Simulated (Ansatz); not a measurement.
C$_{3}$H$_{7}$In (`C=[CH][InH][CH3]`), charge 0, multiplicity 1.

(1) Give a relaxed structure at PBE0-D4/def2-TZVP (the Gaussian-basis code of Ansatz). (Estimate.)

Results:

(1) Computed: 
Z-matrix (Å, degrees):
```
C
In 1 2.153
H 1 1.093 2 109.4
H 1 1.091 2 110.7 3 -118.5
H 1 1.090 2 111.4 3 119.8
C 2 2.141 1 122.1 3 -102.9
H 2 1.734 1 122.5 3 76.6
C 6 1.332 2 121.4 1 179.5
H 6 1.090 2 121.3 1 -0.5
H 8 1.090 6 122.5 2 180.0
H 8 1.088 6 122.1 2 -0.0
```
This is one stationary point; other conformers may exist.
